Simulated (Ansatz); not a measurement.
BrFHInO, SMILES `[OH][In]([F])[Br]`. Total charge 0; spin multiplicity 1. In takes the def2 core potential. The structure was optimised at the PBE0-D4/def2-TZVP level. It is one conformer, not always the lowest.

```xyz
5

O     0.117   -0.548    1.469
In    0.215    0.004   -0.408
F     1.764   -0.609   -1.380
Br   -1.421    1.368   -1.586
H    -0.674   -0.215    1.904
```

Task: What is the dipole moment at r2SCAN/def2-TZVPP? (Best estimate.)

Result: Ansatz gave: 2.47 D, with components (-1.96, 0.75, 1.30) D in this frame, pointing from negative to positive charge.

Task: And with PBE, B3LYP, ωB97M-V? (An estimate is asked.)

Result: Computed: PBE 2.43 D, B3LYP 2.56 D, ωB97M-V 2.50 D.

Task: Give the Mulliken charges with r2SCAN, B3LYP, PBE in def2-TZVPP. (Estimate.)

Result: Computed: 
```csv
atom,r2SCAN,B3LYP,PBE
O1,-0.49,-0.47,-0.43
In2,1.04,1.04,0.93
F3,-0.45,-0.46,-0.41
Br4,-0.30,-0.30,-0.29
H5,0.20,0.19,0.19
```

B3LYP here is the variant with VWN-RPA as its local correlation; programs differ in this.
